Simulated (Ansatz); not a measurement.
Kohn–Sham single points on `BOCF`.

```yaml
crystal:
  periodic: [false, false, false]
  atoms:
    - {symbol: B, position_ang: [-0.895606, 0.807452, 0.575661]}
    - {symbol: O, position_ang: [0.208753, 0.042087, 0.704346]}
    - {symbol: C, position_ang: [0.779096, -0.589925, -0.392857]}
    - {symbol: F, position_ang: [0.424820, -1.906086, -0.375825]}
    - {symbol: H, position_ang: [-1.369856, 0.988780, -0.512449]}
    - {symbol: H, position_ang: [-1.341009, 1.283194, 1.575408]}
    - {symbol: H, position_ang: [0.420494, -0.152564, -1.330534]}
    - {symbol: H, position_ang: [1.865506, -0.530039, -0.299548]}
basis:
  gaussian: {orbitals: def2-TZVPP}
hamiltonian: {xc: lda}
output: {orbitals: {seedname: orbitals}}
```

```sh
$ ansatz run in.yaml --threads 4 --pin off --events-out ev --progress --plain
```

Shortened log:

```
Functional definition: SPW92
892 factors; their error is unknown
mean field evaluation 1: about -6490.3108 eV, gradient 5.2e1 eV
mean field evaluation 2: about -6476.0939 eV, gradient 1.0e2 eV
mean field evaluation 4: about -6495.5528 eV, gradient 5.3e0 eV
mean field evaluation 8: about -6495.6066 eV, gradient 2.6e-1 eV
mean field evaluation 16: about -6495.5886 eV, gradient 6.2e-5 eV
mean field -6495.58856721 eV, -238.7084769770 hartree, gradient 6.2e-5 eV, S^2 0.000000; 0 other end points of the search recorded, 0 dependent functions left out
reference -6495.58860285 eV, -238.7084782866 hartree; 16, 16 occupied and 164, 164 virtual orbitals, 892 factors
Total energy: -6495.58860285 eV, -238.7084782866 hartree
```

Run time 0.55 s (4 threads of a server CPU on a shared host); peak host memory 0.19 GiB.

The same input with `hamiltonian: {xc: {name: r2SCANh}, dispersion: d4}` (abridged; 1.4 s):

```
Functional definition: r2SCANh
mean field evaluation 16: about -6542.0025 eV, gradient 6.5e-5 eV
mean field -6542.00247465 eV, -240.4141566147 hartree, gradient 6.5e-5 eV, S^2 0.000000
Total energy: -6542.02694208 eV, -240.4150557762 hartree
```

With the line `hamiltonian: {xc: pbe0, dispersion: d4}` (abridged; 1.3 s):

```
Functional definition: PBE0
mean field evaluation 16: about -6538.5221 eV, gradient 5.1e-5 eV
mean field -6538.52209716 eV, -240.2862551012 hartree, gradient 5.1e-5 eV, S^2 0.000000
Total energy: -6538.60182538 eV, -240.2891850593 hartree
```

With the line `hamiltonian: {xc: {name: wB97X-V}}` (abridged; 2.1 s):

```
Functional definition: wB97X-V
mean field -6543.61272723 eV, -240.4733323058 hartree, gradient 3.8e-5 eV, S^2 0.000000
Total energy: -6543.61272539 eV, -240.4733322379 hartree
```

Changing it to `hamiltonian: {xc: {name: LC-wPBE}}` (abridged; 0.9 s):

```
Functional definition: LC-wPBE
mean field -6541.76887898 eV, -240.4055721322 hartree, gradient 4.8e-5 eV, S^2 0.000000
Total energy: -6541.76887898 eV, -240.4055721325 hartree
```

Changing it to `hamiltonian: {xc: pbe, dispersion: d4}` and forces (abridged; 0.9 s):

```
Functional definition: PBE
mean field evaluation 16: about -6538.1797 eV, gradient 1.1e-4 eV
mean field -6538.17974239 eV, -240.2736737954 hartree, gradient 2.9e-5 eV, S^2 0.000000
Total energy: -6538.27635214 eV, -240.2772241382 hartree
Atom 0 force    -0.280118     0.200005    -0.030776 eV/Å
Atom 1 force     0.090338     0.080027     0.572527 eV/Å
Atom 2 force     0.255652     0.194246    -0.319018 eV/Å
Atom 3 force    -0.175124    -0.712291     0.001890 eV/Å
Atom 4 force    -0.046241     0.019917    -0.126555 eV/Å
Atom 5 force    -0.041270     0.046454     0.121120 eV/Å
Atom 6 force    -0.079110     0.130912    -0.240608 eV/Å
Atom 7 force     0.275874     0.040730     0.021419 eV/Å
Dipole moment:     0.166907     0.194332    -0.210022 e Å
```
